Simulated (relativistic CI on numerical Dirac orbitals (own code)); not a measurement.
Hyperfine structure of Te17+, mass number 123

Calculated at this level of theory: Dirac-Coulomb-Breit CI, KLI orbitals optimised for each configuration, model QED (radiative potential, 1s self-energy scaled to tabulated hydrogen-like ionisation energies), unscaled Slater integrals (own radial code, finite nucleus).

Configuration list (outside the closed core [Ar] 3d10): 4s²4p⁵, 4s4p⁶, 4s²4p⁴4d, 4s4p⁵4d, 4s²4p⁴4f, 4s4p⁵4f, 4p⁶4d, 4s4p⁴4d², 4s²4p³4d4f, 4s²4p⁴5s, 4p⁶4f, 4p⁵4d², 4p⁴4d³, 4p⁴4d²4f, 4p⁴4d²5s. Double excitations out of closed p, d and f shells are left out; levels of such configurations are missing from the list, as are those of other unlisted configurations, and high levels can miss mixing partners.

Nuclear spin I = 1/2, μ = -0.7358 μN (tables of Stone and Pyykkö). The electronic factors are computed for point nuclear moments, without core polarisation or the Bohr-Weisskopf and QED corrections.

```csv
Level,E (cm⁻¹),A (GHz)
4s²4p⁵ ²P°3/2,0,-17.23
4s²4p⁵ ²P°1/2,99853,-107.8
4s4p⁶ ²S1/2,459429,-299.8
4s²4p⁴4d ⁴D3/2,577659,-14.88
4s²4p⁴4d ⁴D5/2,578993,-11.56
4s²4p⁴4d ⁴D7/2,589008,-9.206
4s²4p⁴4d ⁴F9/2,611361,-9.212
4s²4p⁴4d ⁴P1/2,638726,-21.51
```

Levels with J = 0, under 50 % of one LS term, or S terms without an open s electron are left out. Small factors come from cancelling terms and can be off by tens of per cent or more.

At this charge energies of transitions that change n are usually good to better than 1 %, and those within a shell (Δn = 0) to a few per cent.

Problem. Give the hyperfine levels of 4s²4p⁵ ²P°1/2 relative to its centre of gravity.

Solution. With K = F(F + 1) − I(I + 1) − J(J + 1), E = AK/2: F = 0: 80.84, F = 1: -26.95 GHz.

LS names give the leading component of a level, which can be under half, so a name can repeat, a term be missing and a line seem to break the LS rules.
